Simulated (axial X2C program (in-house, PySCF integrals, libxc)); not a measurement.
# Outer orbitals of PSe⁺ at 1.959 Å, M06

All values were computed with an in-house all-electron X2C program for linear molecules (integrals from PySCF). Spin-free means the one-electron spin-free X2C Hamiltonian; two-component (2c) means X2C with spin–orbit coupling and atomic mean-field two-electron Coulomb and Gaunt terms, so the difference of the two also holds small scalar two-electron terms. Basis: Se dyall-cv3z [8s9p6d4f1g], P dyall-v3z [8s7p2d1f] (cores contracted in-house); Gaussian nuclei, density fitting, unrestricted open shells. Masses: Se 79.917 u, P 30.974 u.

The distance is close to the 2c PBE0 minimum; the highest filled and lowest empty levels are listed.

Spin-free orbitals, state M_S = 0, Λ = 0 (closed shell) (Löwdin shares):

```
symmetry  occupied  ε (eV)             atomic character
      σα       yes  -28.52   56% Se s, 24% P s, 10% P p
      σα       yes  -21.91  47% P s, 22% Se s, 21% Se p
      σα       yes  -16.15   43% P p, 39% Se p, 11% P s
     π-α       yes  -15.63    57% Se p, 37% P p, 4% P d
     π+α       yes  -15.63    57% Se p, 37% P p, 4% P d
     π-α        no   -9.91   55% P p, 34% Se p, 6% Se d
     π+α        no   -9.91   55% P p, 34% Se p, 6% Se d
      σα        no   -5.47   32% P p, 22% P d, 21% Se p
      σα        no   -2.96  31% P s, 22% Se d, 15% Se s
```

One partner of each degenerate Kramers or spin pair is listed.

Spinors with spin–orbit coupling (state Ω = 0):

| ω | occupied | ε (eV) | atomic character | λ mixture |
| --- | --- | --- | --- | --- |
| 1/2 | yes | -28.52 | 56% Se s, 24% P s, 10% P p | 100% σ |
| 1/2 | yes | -21.91 | 47% P s, 22% Se s, 21% Se p | 100% σ |
| 1/2 | yes | -16.17 | 42% P p, 41% Se p, 11% P s | 96% σ, 4% π |
| 1/2 | yes | -15.69 | 57% Se p, 36% P p, 4% P d | 96% π, 4% σ |
| 3/2 | yes | -15.54 | 55% Se p, 38% P p, 4% P d | 100% π |
| 1/2 | no | -9.96 | 56% P p, 33% Se p, 6% Se d | 100% π |
| 3/2 | no | -9.84 | 53% P p, 35% Se p, 6% Se d | 100% π |
| 1/2 | no | -5.46 | 32% P p, 22% P d, 21% Se p | 100% σ |
| 1/2 | no | -2.96 | 31% P s, 22% Se d, 15% Se s | 100% σ |

One partner of each degenerate Kramers or spin pair is listed.

(1) How does the gap between the highest filled and lowest empty level change from the spin-free to the 2c table?

Mulliken charges and populations of the two-component result (they depend on the basis, above all on diffuse functions):

Se 0.53 e (s 7.88 p 15.49 d 10.09 f 0.01), P 0.47 e (s 5.90 p 8.46 d 0.15 f 0.01).

Occupations by symmetry block were frozen at the best pattern of an incomplete PBE0 search.

## Answers

(1) From 5.72 to 5.58 eV at M06, a change of -0.14 eV.
